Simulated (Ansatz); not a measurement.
The first iterations of a band of C4H6BF (12 atoms, charge 0, multiplicity 1).

These are results of RKS PBE-D4/6-31G* in Ansatz 0.2.0, not measurements.

```yaml
movable_images: 4
climbing_image: no
spring: 5.0 eV/Å²
optimiser: quadratic models (default)
start_path: IDPP
force_threshold: 0.05 eV/Å
iteration_limit: 60
end_points: relaxed
```

Image 0:

```xyz
12
Properties=species:S:1:pos:R:3
C -0.707 -2.734 0.561
C -0.250 -1.631 0.021
C 0.189 -0.472 -0.469
F 0.839 -0.477 -1.683
B -0.004 0.868 0.272
C 0.513 2.226 -0.313
H -1.724 -3.095 0.362
H -0.090 -3.342 1.236
H -0.579 0.820 1.334
H 1.201 2.708 0.409
H -0.331 2.937 -0.412
H 1.020 2.138 -1.286
```

Image 5:

```xyz
12
Properties=species:S:1:pos:R:3
C -0.337 -2.327 -0.038
C 0.147 -1.249 -0.605
C 0.604 -0.101 -1.105
F 1.267 -0.127 -2.308
B 0.421 1.255 -0.388
C -0.317 1.405 0.985
H -1.356 -2.679 -0.243
H 0.262 -2.931 0.657
H 0.883 2.228 -0.939
H -1.150 2.128 0.881
H 0.365 1.873 1.722
H -0.713 0.470 1.416
```

| iteration | highest image above the first end (eV) | largest band force component (eV/Å) |
| --- | --- | --- |
| 1 | 0.590 | 1.431 |
| 2 | 0.495 | 1.043 |
| 3 | 0.491 | 1.261 |
| 4 | 0.432 | 0.336 |
| 5 | 0.428 | 0.297 |
| 6 | 0.423 | 0.255 |
| 7 | 0.680 | 3.334 |

**Question.** Does the band converge within its limit, and where does its top end?

**Answer.** It converged. It ended after 22 iterations with the highest image 0.434 eV above the first end. No image climbed, so the highest image needn't sit at the top of the path.

Time of the run: 80 s on 2 threads of Intel(R) Xeon(R) 6975P-C (Granite Rapids), on a shared host, peak memory 0.16 GiB.
